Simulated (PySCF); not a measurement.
Working out the ionisation energy of Ca

Ca [Ar] 4s2 (1S) → Ca⁺ [Ar] 4s1 (2S). Computed with PySCF 2.14 in aug-cc-pwCVQZ-X2C, with the spin-free X2C one-electron Hamiltonian (Gaussian nucleus). Frozen: nothing. Energies in hartree (1 hartree = 27.21139 eV):

```json
{"part": "UHF", "Ca (lower)": "-679.636810", "Ca⁺ (upper)": "-679.448040"}
{"part": "MP2 opposite-spin", "Ca (lower)": "-0.358719", "Ca⁺ (upper)": "-0.331965"}
{"part": "MP2 same-spin", "Ca (lower)": "-0.138321", "Ca⁺ (upper)": "-0.133358"}
```

What does Hartree-Fock give?

(-679.448040) − (-679.636810) = 0.188770 hartree = 5.137 eV.

What do MP2 and SCS-MP2 (6/5 opposite-spin, 1/3 same-spin) give?

The opposite-spin parts differ by 0.728 eV and the same-spin parts by 0.135 eV. MP2: 5.137 + (0.728) + (0.135) = 6.000 eV. SCS-MP2: 5.137 + 1.2 × (0.728) + (0.135)/3 = 6.056 eV.

Measured between the centres of the two terms (NIST): 6.113 eV, so MP2 (all electrons) is off by -0.113 eV.

What remains against the reference includes basis incompleteness and correlation beyond second order.
